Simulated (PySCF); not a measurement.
# HF beside CCSD(T) along the alkali metals: bonds to Cl

HF and CCSD(T) in PySCF with def2-SVPD on every atom (core potentials on Rb, Cs), for the lowest determinant that a PBE0 search found; no spin–orbit coupling.

```tsv
molecule	state (unpaired electrons)	HF Re (Å)	HF ωe (cm⁻¹)	HF De (eV)	CCSD(T) Re (Å)	CCSD(T) ωe (cm⁻¹)	CCSD(T) De (eV)
NaCl	singlet (closed shell)	2.407	357	3.20	?	?	?
KCl	singlet (closed shell)	2.773	265	3.37	2.763	264	4.20
RbCl	singlet (closed shell)	2.921	216	3.32	2.897	222	4.08
CsCl	singlet (closed shell)	3.072	193	3.43	3.054	199	4.19
```

Q: Estimate the CCSD(T) values of NaCl by adding the mean shift from HF to CCSD(T) of the other rows, and compare with the calculation.

A: The mean shifts are -1.7 pm, +4 cm⁻¹ and +0.78 eV, which give 2.390 Å, 361 cm⁻¹ and 3.98 eV. CCSD(T)/def2-SVPD gives Re = 2.419 Å, ωe = 346 cm⁻¹, De = 4.09 eV.

Q: What are the mean differences of HF from CCSD(T) over the whole series?

A: Re +1.0 pm, ωe +0 cm⁻¹, De -0.81 eV.

In a basis of this size CCSD(T) is itself not converged; it tends to give bonds that are too long and too weak.

Correlated steps freeze the inner cores (5 to 10 orbitals); shallow outer-core shells are correlated. Correlated levels converge slowly with the basis: in double zeta they bind strong bonds too weakly, by up to about 1 eV, and carry superposition errors of some tenths. Spin–orbit coupling is left out, which matters for elements this heavy, above all for dissociation energies. Where the molecule has an RHF reference, its open-shell atoms are computed with UHF.
